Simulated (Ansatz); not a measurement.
Start from `F/C(Cl)=C\C(F)F` and change one atom or group to get `CC/C=C(\F)Cl`.

Ansatz, PBE0-D4/def2-TZVP geometries, multiplicity 1. Each molecule was computed in one conformer, which needn't be the lowest.

| property | `F/C(Cl)=C\C(F)F` |
| --- | --- |
| HOMO–LUMO gap (PBE/def2-TZVPP) / eV | 5.12 |
| HOMO–LUMO gap (PBE0/def2-TZVPP) / eV | 7.38 |
| LUMO energy (ωB97M-V/def2-TZVPP) / eV | 1.42 |
| LUMO energy (PBE0/def2-TZVPP) / eV | -0.79 |
| LUMO energy (PBE/def2-TZVPP) / eV | -1.76 |
| HOMO energy (PBE0/def2-TZVPP) / eV | -8.17 |

**Question.** Give the same properties after the change, and the shifts. (An estimate is asked.)

**Answer.** The calculation gave: 
```json
{"property": "HOMO–LUMO gap (PBE/def2-TZVPP) / eV", "`CC/C=C(\\F)Cl`": "5.18", "shift": "0.06"}
{"property": "HOMO–LUMO gap (PBE0/def2-TZVPP) / eV", "`CC/C=C(\\F)Cl`": "7.37", "shift": "-0.01"}
{"property": "LUMO energy (ωB97M-V/def2-TZVPP) / eV", "`CC/C=C(\\F)Cl`": "2.26", "shift": "0.84"}
{"property": "LUMO energy (PBE0/def2-TZVPP) / eV", "`CC/C=C(\\F)Cl`": "0.21", "shift": "1.00"}
{"property": "LUMO energy (PBE/def2-TZVPP) / eV", "`CC/C=C(\\F)Cl`": "-0.77", "shift": "0.99"}
{"property": "HOMO energy (PBE0/def2-TZVPP) / eV", "`CC/C=C(\\F)Cl`": "-7.16", "shift": "1.01"}
```
